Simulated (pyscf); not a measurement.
Optimised with ωB97X-D3(BJ)/def2-SVP in PySCF.

How much does it cost (ΔH, 298 K, ωB97M-D3(BJ)/def2-TZVP) to split O=Re(=O)(=O)–Br at its Br–Re bond into [O=Re(=O)=O]• + Br•?

Br–Re to [O=Re(=O)=O]• + Br•: 79.3 kcal/mol. The 7 functionals that were run give +76.8 (M06-2X) to +91.2 kcal/mol (ωB97X-D3(BJ)/def2-TZVP). The radicals are drawn with the spin at the cut bond; how far it spreads was not checked. Other isomers of [O=Re(=O)=O]• were not searched in full and may lie lower. Left out: the spin-orbit lowering of Br, which is large for Br, Se, Te and I. Open-shell species with a d-block atom are single-reference here; other states, and whether the spin sits on metal or ligand, were not checked. Elements up to Kr have no core potential and no relativistic terms here. Elements past Kr carry the def2 core potentials, without spin-orbit coupling.
